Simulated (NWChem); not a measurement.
# C2F3, doublet; SMILES C(F)(F)=[C]F

```xyz
5

F      0.0222     1.9488     0.0000
C     -0.5742     0.7990     0.0000
C     -0.0660    -0.4199     0.0000
F      1.2186    -0.6989     0.0000
F     -0.8056    -1.4995     0.0000
```
Atoms are numbered in this order, from 1.

Level: PBE0/def2-SVP, spin-unrestricted (NWChem), optimised geometry, unscaled harmonic frequencies. In the optimisation the excess spin sits in a' (Cs, its own frame).

**Question.** List the harmonic frequencies with IR intensities, and the thermochemistry.

**Answer.** 
```tsv
frequency (cm⁻¹)	IR intensity (km/mol)
211	4.1
278	0.6
495	1.6
521	9.8
629	1.2
952	23.5
1301	332.9
1369	278.5
1909	43.5
```

```
Property                                                                                             Result
-----------------------------------------------------------------------------------------  ----------------
zero-point energy                                                                             11.0 kcal/mol
thermal correction to the enthalpy at 298.15 K (with zero-point energy)                       14.3 kcal/mol
heat capacity Cv                                                                           13.6 cal/(mol K)
entropy at 298.15 K and 1 atm (symmetry number 1, electronic part: spin degeneracy alone)  71.2 cal/(mol K)
dipole moment                                                                                        0.28 D
```

Rigid rotor and harmonic oscillator.
